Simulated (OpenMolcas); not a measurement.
Ta2+: terms and fine structure

```yaml
Program: OpenMolcas 26.06
Method: CASSCF
Basis: ANO-RCC-VTZP [8s7p5d3f2g1h]
Scalar_Hamiltonian: DKH2, point nucleus
Active_space: 3 electrons in 10 orbitals (5d 6d)
State_averaging: 2S+1 = 4 even, 10 roots; 2S+1 = 2 even, 40 roots
Spin-orbit_coupling: RASSI with atomic mean-field integrals over the reference wave functions, term energies averaged over their components
```

Spin-free terms above the lowest, with the occupations of the reference (each correlating shell added to its valence partner):

```json
{"Configuration": "5d3", "Term": "4F", "E (cm-1)": "0.0", "Occupations": "5d 3.00"}
{"Configuration": "5d3", "Term": "4P", "E (cm-1)": "10011", "Occupations": "5d 3.00"}
{"Configuration": "5d3", "Term": "2G", "E (cm-1)": "10609", "Occupations": "5d 3.00"}
{"Configuration": "5d3", "Term": "2H", "E (cm-1)": "13872", "Occupations": "5d 3.00"}
{"Configuration": "5d3", "Term": "2P", "E (cm-1)": "13927", "Occupations": "5d 3.00"}
{"Configuration": "5d3", "Term": "2D(1)", "E (cm-1)": "15135", "Occupations": "5d 3.00"}
{"Configuration": "5d3", "Term": "2F", "E (cm-1)": "23731", "Occupations": "5d 3.00"}
{"Configuration": "5d3", "Term": "2D(2)", "E (cm-1)": "37021", "Occupations": "5d 3.00"}
```

With spin-orbit coupling, above the lowest level:

```csv
Configuration,Term,J,E (cm-1),g,Term weight %,Second
5d3,4F,3/2,0.0,0.426,94,6 2D(1)
5d3,4F,5/2,2353,1.032,98,2 2D(1)
5d3,4F,7/2,4840,1.227,96,3 2G
5d3,4F,9/2,7185,1.304,87,11 2G
5d3,4P,3/2,11466,1.503,60,28 2P
5d3,4P,1/2,12269,2.321,83,17 2P
5d3,2G,7/2,14297,0.905,95,4 4F
5d3,2H,9/2,14831,1.029,51,39 2G
5d3,4P,5/2,15794,1.581,95,4 2D(1)
5d3,2D(1),3/2,17795,1.159,51,33 4P
5d3,2P,1/2,18967,1.015,83,17 4P
5d3,2H,11/2,20207,1.091,100,
5d3,2G,9/2,21232,1.022,50,47 2H
5d3,2D(1),5/2,22076,1.210,93,4 4P
5d3,2P,3/2,24370,1.178,59,32 2D(1)
5d3,2F,7/2,28780,1.139,98,
5d3,2F,5/2,29035,0.878,94,5 2D(2)
5d3,2D(2),5/2,42960,1.187,93,5 2F
5d3,2D(2),3/2,43135,0.801,99,
```

Spin-orbit coupling puts the lowest level 5229 cm-1 below the lowest spin-free term.

A least-squares Racah fit to the terms below 60000 cm-1, each weighted by 2L + 1 and with a free common offset, gives B = 651 cm-1 and C = 2594 cm-1 (C/B = 3.98), with an rms deviation of 116 cm-1.

For 4F the intervals divided by the larger J are 941.4, 710.4, 521.1 cm-1. Landé's interval rule makes them equal in pure LS coupling; they differ by 58 % of their mean. The multiplet is regular.

Without dynamic correlation excited terms often stand tens of per cent too high (terms of higher spin than the ground term too low), and those without a measured partner can miss by more than the paired ones. Active for correlation alone: 6d; no level in the range computed is led by a configuration that fills it, so any true level of that kind is missing. Levels of configurations outside the active space are missing. The first state left out of the spin-orbit step lies near 190000 cm-1 above the lowest spin-free state of the reference (among the parities and spins computed), and the list stops at four fifths of that energy or lower.

The term weight is that of the spin-free term in the level, not the purity of its configuration. A number in round brackets counts repeated terms of one configuration in the order of the reference energies.
